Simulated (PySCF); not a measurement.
Compound: C₉H₁₁B.
Bonds: C1–C2 (double), C2–C3, C3–C4, C4–C5 (double), C5–C6, C6–C7 (double), C7–B8, B8–C9, C9–C10 (double), C4–C10. Hydrogens: H11, H12 on C1; H13 on C2; H14, H15 on C3; H16 on C5; H17 on C6; H18 on C7; H19 on B8; H20 on C9; H21 on C10.

Definitions: NICS(0) = −σiso at the ring centroid; NICS(1) = −σiso and NICS(1)zz = −σzz at ±1 Å along the ring normal z. Level: GIAO PBE0/pcSseg-1 (PySCF, non-relativistic, gas phase) on the PBE0-D3(BJ)/def2-SVP geometry, one conformer.

Ring bond lengths (Å), with Mayer bond orders in brackets: C4–C5 1.379 (1.54), C5–C6 1.421 (1.34), C6–C7 1.374 (1.63), C7–B8 1.524 (1.10), B8–C9 1.528 (1.09), C9–C10 1.372 (1.66), C10–C4 1.429 (1.24).

Give the NICS values of each ring in ppm.

```csv
ring,type,NICS(0),"NICS(1), two faces","NICS(1)zz, two faces",rms pucker (Å),"centre to ring atoms, mean (Å)"
C4–C5–C6–C7–B8–C9–C10,"7-membered ring with B; formal bonds 3 double, 4 single",-3.6,-7.2 / -7.2,-18.8 / -18.6,0.00,1.65
```

What do they say, and how far can they be read as aromaticity?

- C4–C5–C6–C7–B8–C9–C10: mean NICS(1)zz -18.7 ppm, shielded.

What field does 14.1 T along the ring normal induce along that normal at the second NICS(1) probe listed for ring C4–C5–C6–C7–B8–C9–C10, 1 Å off the ring?

NICSzz × B0 = -18.6 ppm × 14.1 T = -262 μT, against the applied field.

List the ring angles and the Hirshfeld charges of the ring atoms.

- C4–C5–C6–C7–B8–C9–C10: C4 127.3° (+0.028 e), C5 131.4° (-0.034 e), C6 130.1° (-0.020 e), C7 128.1° (-0.100 e), B8 123.3° (+0.068 e), C9 129.5° (-0.095 e), C10 130.4° (-0.022 e); sum 900.0° against 900° for a flat convex ring.

What are the shieldings of the ring atoms and their hydrogens in the same run (means over atoms taken as equivalent)?

```csv
atoms,environment,σ isotropic (ppm),"principal values of the symmetric part, first atom (ppm)"
C4,unsaturated ring carbon,28.9,"-75.4, 5.2, 157.0"
C5,unsaturated ring CH carbon,41.6,"-63.1, 49.9, 137.9"
C6,unsaturated ring CH carbon,29.7,"-90.9, 22.9, 157.0"
C7,unsaturated ring CH carbon,22.4,"-122.6, 16.2, 173.7"
B8,ring boron,55.8,"9.7, 29.4, 128.3"
C9,unsaturated ring CH carbon,22.6,"-122.7, 15.3, 175.3"
C10,unsaturated ring CH carbon,26.6,"-90.1, 16.7, 153.3"
H16,vinylic hydrogen,23.84,"19.5, 22.3, 29.7"
H17,vinylic hydrogen,23.23,"19.1, 22.9, 27.8"
H18,vinylic hydrogen,22.85,"19.8, 21.0, 27.7"
H19,B–H hydrogen,24.91,"23.4, 23.6, 27.6"
H20,vinylic hydrogen,22.80,"19.5, 20.6, 28.3"
H21,vinylic hydrogen,23.17,"18.4, 20.7, 30.4"
```

How do the values depend on the level or the medium?

| level | NICS(0), C4–C5–C6–C7–B8–C9–C10 | mean NICS(1)zz, C4–C5–C6–C7–B8–C9–C10 |
| --- | --- | --- |
| PBE0/pcSseg-1, gas | -3.6 | -18.7 |
| wB97X-D/pcSseg-1, gas | -3.4 | -18.1 |

The geometry is the same throughout.

On Arm Neoverse V1, one thread (shared host), this took 55 s wall (grids of density and orbitals included) and 1.1 GiB of memory at its peak. This is the whole shielding run at PBE0/pcSseg-1, SCF included.

Shape of the structure used: `[CH2:1]=[CH:2][CH2:3][C:4]1=[CH:5][CH:6]=[CH:7][BH:8][CH:9]=[CH:10]1`: C1–C2–C3–C4 -121°, C2–C3–C4–C5 -115°.
